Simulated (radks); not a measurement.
Valence configurations of neutral thallium. All-electron calculation, Dirac Kohn-Sham, PBE, spin-unpolarised, spherical densities, finite nucleus; open shells fill j = l - 1/2 first; Fermi nuclear charge, rms radius 5.4759 fm. Program: a radial shooting solver on a logarithmic mesh with Libxc functionals. Energies are relative to [Hg] 6p1; eigenvalues in eV.

| valence | E (eV) | e(4f5/2) | e(4f7/2) | e(5d3/2) | e(5d5/2) | e(6p1/2) |
|---|---|---|---|---|---|---|
| [Hg] 6p1 | 0.000 | -115.69 | -111.09 | -16.257 | -14.065 | -2.840 |
| [Xe] 4f14 5d9 6s2 6p2 | 12.538 | -120.80 | -116.20 | -20.111 | -17.799 | -3.956 |
| [Xe] 4f12 5d10 6s2 6p3 | 251.79 | -153.00 | -148.13 | -28.140 | -25.356 | -5.461 |
| [Xe] 4f14 5d10 6s1 6p2 | 6.402 | -117.17 | -112.58 | -17.660 | -15.449 | -3.522 |
| [Xe] 4f14 5d10 6s1.5 6p1.5 | 3.170 | -116.45 | -111.85 | -16.979 | -14.778 | -3.193 |
| [Xe] 4f14 5d8 6s2 6p3 | 29.295 | -126.64 | -122.04 | -24.533 | -22.096 | -5.378 |
| [Xe] 4f14 5d7 6s2 6p4 | 49.251 | -132.51 | -127.90 | -28.830 | -26.269 | -6.704 |
| [Xe] 4f14 5d8 6s1.5 6p3.5 | 34.007 | -127.59 | -122.99 | -25.410 | -22.961 | -5.819 |
| [Xe] 4f13 5d10 6s2 6p2 | 116.53 | -133.65 | -128.91 | -21.747 | -19.262 | -3.971 |
| [Xe] 4f12 5d7 6s2 6p6 | 332.00 | -171.58 | -166.69 | -41.644 | -38.485 | -9.414 |

NIST lists [Hg] 6p1 as the ground configuration; this level of theory agrees among the configurations tried. The energies are those of spherical spin-averaged densities, not of single terms.
